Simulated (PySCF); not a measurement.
**Correlation energy of Gd³⁷⁺ (gadolinium, charge +37)**

Starting occupation: [Ar] 3d9, 3d3/2 with m_j = -1/2, +1/2, +3/2, 3d5/2 with m_j = -5/2, -3/2, -1/2, +1/2, +3/2, +5/2. All numbers are calculated (PySCF 2.14, X2C-1e with screened-nucleus spin-orbit coupling, Gaussian nucleus, in an uncontracted even-tempered set (16 s from 7.3 bohr⁻², ratio 2.8; 13 p from 9.5 bohr⁻², ratio 2.8; 8 d from 9.5 bohr⁻², ratio 2.8; 3 f from 37 bohr⁻², ratio 3)). Frozen: [Ne]; 17 electrons correlated; the 80 highest virtual spinors left out.

MP2 pair energies summed by pair of shells (mhartree):

| pair | energy | share (%) |
| --- | --- | --- |
| 3d3/2-3d5/2 | -137.38 | 22.7 |
| 3d5/2-3d5/2 | -128.49 | 21.2 |
| 3d5/2-3p3/2 | -68.19 | 11.3 |
| 3d5/2-3p1/2 | -50.68 | 8.4 |
| 3d3/2-3p3/2 | -37.63 | 6.2 |
| 3d3/2-3p1/2 | -27.86 | 4.6 |
| 3d5/2-3s1/2 | -27.50 | 4.5 |
| 3d3/2-3d3/2 | -27.27 | 4.5 |
| 3p1/2-3p3/2 | -26.03 | 4.3 |
| 3p3/2-3p3/2 | -24.38 | 4.0 |
| 3p3/2-3s1/2 | -15.90 | 2.6 |
| 3d3/2-3s1/2 | -13.92 | 2.3 |
| 3p1/2-3s1/2 | -9.00 | 1.5 |
| 3p1/2-3p1/2 | -6.59 | 1.1 |
| 3s1/2-3s1/2 | -4.30 | 0.7 |

Total MP2 correlation energy: -605.10 mhartree.

At this charge the one-electron X2C treatment keeps the bare 1/r₁₂, with no two-electron picture change or Breit term. The effect here is smaller than on the frozen 1s shell.
